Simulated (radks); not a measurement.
Values are calculated unless marked as measured or tabulated.
The nuclear charge of neutral manganese is varied continuously with 25 electrons held in [Ar] 3d5 4s2. Code: a radial shooting solver on a logarithmic mesh with Libxc functionals. Model: scalar-relativistic Kohn-Sham, r2SCAN, spin-polarised, spherical densities, finite nucleus; open shells are filled with parallel spins first; meta-GGA in the generalised Kohn-Sham scheme; Fermi nuclear charge, rms radius 3.7057 fm. By the Hellmann-Feynman theorem dE/dZ = E(electron-nucleus)/Z, the electronic potential at the nucleus (averaged over a nucleus of fixed radius). The scalar-relativistic energy here is not variational (the density holds large components alone), so the two differ by a part that grows with Z.

Z	E (hartree)	E(electron-nucleus)/Z (hartree)	HOMO	e(HOMO) (eV)	<r> HOMO (bohr)
24.8	-1136.71216	-109.475	4s	-3.117	3.623
25	-1158.74197	-110.656	4s	-4.556	3.396
25.2	-1181.00800	-111.833	4s	-6.118	3.211
25.4	-1203.50977	-113.008	4s	-7.793	3.056
25.6	-1226.24689	-114.181	4s	-9.576	2.923
25.8	-1249.21904	-115.353	4s	-11.461	2.806
26	-1272.42597	-116.524	4s	-13.445	2.702

The central difference of E at Z = 25 is -110.740 hartree, to compare with the third column; the second derivative is -5.91 hartree.
